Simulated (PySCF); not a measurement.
Compound: AsH₆NSi.
Bonds: N1–Si2, Si2–As3. Hydrogens: H4, H5 on N1; H6, H7 on Si2; H8, H9 on As3.

A GFN2-xTB structure was refined with PySCF 2.14.0, PBE0-D3(BJ)/def2-SVP geometry optimisation, gas phase. Its GFN2-xTB values:

| coordinate | GFN2-xTB |
| --- | --- |
| N1–Si2 | 1.694 Å |
| N1–H4 | 1.021 Å |
| Si2–As3 | 2.316 Å |
| Si2–H6 | 1.469 Å |
| Si2–H7 | 1.474 Å |
| As3–H8 | 1.519 Å |
| N1–Si2–As3 | 104.6° |
| N1–Si2–H6 | 103.6° |
| N1–Si2–H7 | 114.7° |
| Si2–As3–H9 | 92.3° |
| As3–Si2–H6 | 117.3° |
| As3–Si2–H7 | 110.0° |
| H4–N1–H5 | 108.6° |
| H8–As3–H9 | 88.0° |

**Question.** How do these coordinates change at the PBE0-D3(BJ)/def2-SVP level?

**Answer.** 
| coordinate | PBE0-D3(BJ)/def2-SVP (Å or °) | change |
| --- | --- | --- |
| Si2–As3 | 2.365 | +0.049 |
| N1–Si2 | 1.731 | +0.037 |
| Si2–H7 | 1.504 | +0.030 |
| Si2–H6 | 1.494 | +0.025 |
| N1–H4 | 1.014 | -0.007 |
| As3–H8 | 1.525 | +0.006 |
| H8–As3–H9 | 93.1 | +5.1 |
| As3–Si2–H7 | 105.2 | -4.8 |
| N1–Si2–H6 | 107.0 | +3.4 |
| As3–Si2–H6 | 114.6 | -2.7 |
| N1–Si2–H7 | 116.8 | +2.1 |
| H4–N1–H5 | 110.7 | +2.1 |
| N1–Si2–As3 | 106.3 | +1.7 |
| Si2–As3–H9 | 93.4 | +1.1 |

The energy falls by 0.118 eV over 7 energy and gradient evaluations, the largest force component goes from 0.0239 to 2.3e-04 Eh/bohr, and the atoms move by 0.109 Å rms after alignment. The bond that changes most is Si2–As3 (ends: SiH2 silicon; arsenic bonded to Si and 2 H), which lengthens by 0.049 Å. Bonds longer at the end by more than 0.005 Å: 5 of 8; shorter: 2. Among the dihedrals that turn most is H5–N1–Si2–H7, from 59° to 77°. Rotational constants go from 14429, 2467, 2207 to 14164, 2337, 2101 MHz.

The run used 94 basis functions and 40 SCF cycles in all. The run took 31 s wall on one thread of an Arm Neoverse N1, no GPU, on a shared host, and the process peaked at 0.39 GiB of memory.

No frequency check. The numbers are those of one conformer.
